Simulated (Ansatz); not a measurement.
A structure relaxed at PBE0-D4/def2-TZVP, charge 0, multiplicity 1:

```xyz
11

O    -1.1786    1.1726    1.7690
C    -0.5269    0.4667    0.8392
Ga   -0.1044    1.3841   -0.9149
N    -0.1934   -0.7438    1.0739
Si    0.6334   -1.4997   -0.2228
H    -1.2992    0.5895    2.5384
H     1.2011    2.2419   -0.9994
H    -1.2021    1.3781   -2.0295
H     2.0258   -1.8874    0.1033
H     0.7423   -0.4542   -1.3495
H    -0.0981   -2.6478   -0.8077
```

(1) Give its formula and SMILES.

(2) Point group (tolerance 0.08 Å, 0.16 Å for H)?

(3) Summarise the bond lengths by kind.

## Answers

(1) CH6GaNOSi, `O/[C]([GaH2])=N/[SiH3]`.

(2) Cs.

(3) 1 × C–O 1.337 Å; 1 × H–O 0.973 Å; 1 × C–Ga 2.024 Å; 1 × C–N 1.277 Å; 2 × Ga–H 1.564 Å; 1 × N–Si 1.714 Å; 3 × H–Si 1.482 to 1.541 Å.

Program: Ansatz 0.2.0.
